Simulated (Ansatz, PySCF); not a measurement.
Compounds of Si with 4 ligands, in which Cl is traded for H. Quantity: Cl-Si bond dissociation enthalpy, 298 K, in kcal/mol. Structures are relaxed separately at B3LYP-D3(BJ)/def2-TZVP in Ansatz (a quantum-chemistry and plane-wave program). Frequencies are from Ansatz or PySCF. Correlated levels leave the core frozen unless marked. UHF or UKS for open shells. No spin-orbit coupling. No relativistic terms. CBS(X,Y): correlation extrapolated as X^-3; Hartree-Fock from the larger set. [CCSD(T)-MP2]/basis is that difference in the basis named. Rows marked 298 K are enthalpies with B3LYP-D3(BJ) harmonic zero-point and thermal terms. The first level has limits of its own.

```json
[
 {"n(H)": "0", "species (SMILES)": "Cl[Si](Cl)(Cl)Cl, to Cl[Si](Cl)Cl + Cl atom", "RI-MP2/CBS(cc-pV(T+d)Z,cc-pV(Q+d)Z)+[CCSD(T)-MP2]/cc-pV(T+d)Z (Ansatz)": "111.7", "PBE/def2-TZVPD (Ansatz)": "104.5", "r2SCAN-D4/def2-TZVPD (Ansatz + dftd4)": "106.7"},
 {"n(H)": "1", "species (SMILES)": "Cl[SiH](Cl)Cl, to Cl[SiH]Cl + Cl atom", "RI-MP2/CBS(cc-pV(T+d)Z,cc-pV(Q+d)Z)+[CCSD(T)-MP2]/cc-pV(T+d)Z (Ansatz)": "112.6", "PBE/def2-TZVPD (Ansatz)": "106.6", "r2SCAN-D4/def2-TZVPD (Ansatz + dftd4)": "108.2"},
 {"n(H)": "2", "species (SMILES)": "Cl[SiH2]Cl, to [SiH2]Cl + Cl atom", "RI-MP2/CBS(cc-pV(T+d)Z,cc-pV(Q+d)Z)+[CCSD(T)-MP2]/cc-pV(T+d)Z (Ansatz)": "?", "PBE/def2-TZVPD (Ansatz)": "?", "r2SCAN-D4/def2-TZVPD (Ansatz + dftd4)": "?"},
 {"n(H)": "3", "species (SMILES)": "[SiH3]Cl, to [SiH3] (SiH3) + Cl atom", "RI-MP2/CBS(cc-pV(T+d)Z,cc-pV(Q+d)Z)+[CCSD(T)-MP2]/cc-pV(T+d)Z (Ansatz)": "110.2", "PBE/def2-TZVPD (Ansatz)": "106.8", "r2SCAN-D4/def2-TZVPD (Ansatz + dftd4)": "106.7"}
]
```

**Question.** Fit a straight line through the known rows at each level by least squares, predict the withheld row (n(H) = 2), and compare with the run.

**Answer.** 
- The known rows have mean n(H) = 1.33333 and Σ(n(H) - mean)² = 4.6667.
- RI-MP2/CBS(cc-pV(T+d)Z,cc-pV(Q+d)Z)+[CCSD(T)-MP2]/cc-pV(T+d)Z: mean 111.500, Σ(n(H) - mean)(y - mean) = -2.800, slope -0.600 kcal/mol a step; the line gives 111.500 + (-0.600)×(2 - 1.33333) = 111.1; the run gives 112.3, +1.2 from the line, whose largest residual on the known rows is 0.9.
- PBE/def2-TZVPD: mean 105.967, Σ(n(H) - mean)(y - mean) = 3.133, slope 0.671 kcal/mol a step; the line gives 105.967 + (0.671)×(2 - 1.33333) = 106.4; the run gives 107.7, +1.3 from the line, whose largest residual on the known rows is 0.9.
- r2SCAN-D4/def2-TZVPD: mean 107.200, Σ(n(H) - mean)(y - mean) = -0.500, slope -0.107 kcal/mol a step; the line gives 107.200 + (-0.107)×(2 - 1.33333) = 107.1; the run gives 108.5, +1.4 from the line, whose largest residual on the known rows is 1.0.
- PBE minus the first level along the series: -7.2, -6.0, -4.6, -3.4 kcal/mol.
